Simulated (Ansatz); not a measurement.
Spectroscopic constants of ZnSi, multiplicity 3 (lowest of 2S+1 = 1, 3 at CCSD(T)/def2-TZVPP on PBE0 minima; our sources give no spin for the ground state, which may be another). No spin–orbit coupling. Zn is treated without relativity. The T1 diagnostic near the minimum is 0.047, so single-reference values are doubtful.

Constants: fifth-degree fit in 1/R to seven points, most abundant isotopes. Runs in def2 and cc sets follow the lowest solution found near the PBE0 minimum.

Codes used: Ansatz (Gaussian orbitals). Values without a source in brackets are computed.

What bond length and harmonic frequency does r2SCAN/def2-TZVPP give?

r_e = 2.350 Å, ω_e = 289 cm⁻¹.

What bond length and harmonic frequency does BHLYP/def2-TZVPP give?

r_e = 2.459 Å, ω_e = 227 cm⁻¹.

What bond length and harmonic frequency does wB97X-V/def2-TZVPP give?

r_e = 2.417 Å, ω_e = 243 cm⁻¹.

Ansatz is a first-principles code.
